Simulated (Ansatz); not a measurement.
The first iterations of a band of CH9NSiSn (13 atoms, charge 0, multiplicity 1).

All numbers below come from RKS CAM-B3LYP-D4/def2-SVP (Ansatz 0.2.0).

* movable images: 9
* climbing image: yes
* spring: 5.0 eV/Å²
* optimiser: lbfgs
* start path: through a guess of the saddle point
* force threshold: 0.05 eV/Å
* iteration limit: 23
* end points: relaxed
* largest step: 0.5 Å

First end point:

```xyz
13
Properties=species:S:1:pos:R:3
N -1.882 1.145 -0.109
Sn -1.306 -0.773 -0.497
C 0.809 -1.041 -0.107
Si 1.650 0.513 0.510
H -1.791 1.438 0.861
H -1.447 1.856 -0.694
H -2.239 -1.762 0.540
H -1.649 -1.053 -2.148
H 1.291 -1.384 -1.036
H 0.923 -1.847 0.635
H 1.027 0.978 1.783
H 3.101 0.284 0.769
H 1.533 1.610 -0.493
```

Last end point:

```xyz
13
Properties=species:S:1:pos:R:3
N -1.602 1.206 0.043
Sn -1.280 -0.754 -0.432
C 0.835 -1.023 -0.142
Si 1.706 0.489 0.556
H -2.543 1.431 0.358
H -1.340 1.879 -0.675
H -2.206 -1.653 0.690
H -1.732 -1.142 -2.045
H 1.291 -1.300 -1.105
H 0.981 -1.876 0.539
H 1.210 0.822 1.917
H 3.172 0.221 0.654
H 1.527 1.665 -0.342
```

| iteration | highest image above the first end (eV) | largest band force component (eV/Å) |
| --- | --- | --- |
| 1 | 0.701 | 5.812 |
| 2 | 0.528 | 4.936 |
| 3 | 0.282 | 1.884 |
| 4 | 0.206 | 1.327 |
| 5 | 0.167 | 0.914 |
| 6 | 0.111 | 1.236 |
| 7 | 0.103 | 0.771 |

Problem. Does the band converge within its limit, and where does its top end?

Solution. The run ended unconverged. It ended after 23 iterations with the highest image 0.076 eV above the first end. The band didn't meet its force threshold, so its energies are provisional: the largest band force was still 0.22 eV/Å, and over the last iterations the top stayed at 0.08 eV.

Time of the run: 11 min on 2 threads of Intel(R) Xeon(R) Platinum 8559C (Emerald Rapids), on a shared host, peak memory 0.38 GiB.
